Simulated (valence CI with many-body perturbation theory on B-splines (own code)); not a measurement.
Results of a calculation; reference values are marked as such.
Sensitivity of CI+MBPT for Bi LXXIX

Level of theory: configuration interaction combined with many-body perturbation theory (CI+MBPT): three valence electrons over a frozen Dirac-Fock core [He], a basis of 6 s, 6 p, 5 d, 3 f, 1 g functions for each j, with the one-electron correlation potential Σ1, the two-electron term Σ2, the three-electron term Σ3, Breit, model QED; selected CI, second order for the rest, scaled by the run's own slope (own B-spline code, finite nucleus).

No measured spectrum was set against this ion. As an estimate, large intervals hold to a few tenths of a per cent, small ones and those within an open d or f shell to about a per cent.

The reference run has the lowest level (2s^2 2p1/2) J=1/2 and an ionisation energy of 24633.5 eV. Its largest variational space holds 3175 state functions.

Levels are named by their leading jj configuration (3d3/2^4 stands for four electrons in 3d with j = 3/2), which in mixed levels can hold well under half, so a name can repeat and another be missing. Letters in brackets count levels of one name in rising energy.

| Level | Reference (eV) | Shift (cm⁻¹) |
| --- | --- | --- |
| (2s 2p1/2^2) J=1/2 | 333.7 | -246890 |
| (2s^2 2p3/2) J=3/2 | 2491.5 | +258834 |
| (2s 2p1/2 2p3/2) J=3/2 [a] | 2728.4 | +35798 |
| (2s 2p1/2 2p3/2) J=5/2 | 2771.1 | +163769 |
| (2s 2p1/2 2p3/2) J=1/2 | 2858.6 | +28584 |
| (2s 2p1/2 2p3/2) J=3/2 [b] | 2859.9 | +96817 |
| (2p1/2^2 2p3/2) J=3/2 | 3203.2 | -170213 |
| (2s 2p3/2^2) J=5/2 | 5237.7 | +366041 |
| (2s 2p3/2^2) J=1/2 | 5366.1 | +239341 |
| (2s 2p3/2^2) J=3/2 | 5366.7 | +319235 |
| (2p1/2 2p3/2^2) J=3/2 | 5635.5 | +94474 |
| (2p1/2 2p3/2^2) J=5/2 | 5657.7 | +213857 |

The ionisation energy moves by +50.1 eV.

Question: Which of these changes was made?
A. highest l in the core sums 6 → 5
B. Breit term on → off
C. logarithmic knot step 0.27 → 0.2
D. scale of Σ1 1 → 0

Answer: B. Breit term on → off.
